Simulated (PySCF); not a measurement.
Constitutional and geometric isomers with formula CH6Si3. Gas-phase values, no solvent. One relaxed conformer stands for each flexible species; it need not be the lowest. Strings in code marks are SMILES.

The LUMO from two functionals at the same geometries (PBE0-D3(BJ)/def2-TZVP), both in PySCF: PBE-D3(BJ)/def2-TZVP and PBE0-D3(BJ)/def2-TZVP. 

| species | PBE-D3(BJ)/def2-TZVP (eV) | PBE0-D3(BJ)/def2-TZVP (eV) |
|---|---|---|
| `C1=[SiH][SiH2][SiH2]1` | -2.55 | -1.73 |
| `[SiH2]=C=[SiH][SiH3]` | -2.60 | -1.82 |
| `[Si]1(=C)[SiH2][SiH2]1` | -3.14 | -2.40 |
| `[SiH2]=C[SiH]=[SiH2]` (Si–C–Si–Si torsion 48°) | -3.02 | -2.32 |

Over these rows, drawn at random from the members with no instability flagged (it was tested for open shells, ions and some series alone), PBE minus PBE0-D3(BJ): mean -0.76 eV, from -0.81 eV to -0.70 eV.
